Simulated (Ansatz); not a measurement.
Li₆⁻. The state is a doublet with charge -1. Geometry r2SCAN/def2-TZVPD; atoms count from 1.

```
atom   x (Å)   y (Å)   z (Å)
 Li1   0.757  -0.018  -1.415
 Li2  -0.234  -2.389  -0.094
 Li3   2.097  -0.260   1.145
 Li4  -0.777   0.021   1.405
 Li5  -2.093   0.259  -1.143
 Li6   0.250   2.387   0.103
```

The structure comes from a short search, and lower isomers may exist.

(1) Estimate the Mulliken populations from the PBE0/def2-TZVPD orbitals of Ansatz.

(2) Where does the spin sit?

(3) And the Mayer bond orders between bonded heavy atoms (over 0.3)?

Results:

(1) 
| atom | charge (e) | spin (α − β) |
| --- | --- | --- |
| Li1 | -0.55 | 0.43 |
| Li2 | 0.03 | 0.04 |
| Li3 | 0.02 | 0.03 |
| Li4 | -0.55 | 0.43 |
| Li5 | 0.03 | 0.04 |
| Li6 | 0.03 | 0.04 |
Mulliken values and Mayer orders depend strongly on the basis. With diffuse functions, as here, like atoms can get unlike values, and bond orders can come out too low or too high.

(2) Summed by element: Li 1.00, of 1 unpaired in all. Largest on single atoms: Li1 0.43, Li4 0.43, Li5 0.04.

(3) Li1–Li2 0.32 (2.89 Å); Li1–Li3 0.31 (2.90 Å); Li1–Li5 0.32 (2.88 Å); Li1–Li6 0.32 (2.89 Å); Li2–Li4 0.32 (2.89 Å); Li3–Li4 0.31 (2.90 Å); Li4–Li5 0.32 (2.88 Å); Li4–Li6 0.32 (2.89 Å). Values over 0.3 also appear between atoms too far apart for a bond (Li1–Li4 0.84 at 3.21 Å); they arise where an orbital or an unpaired electron spreads over both atoms.
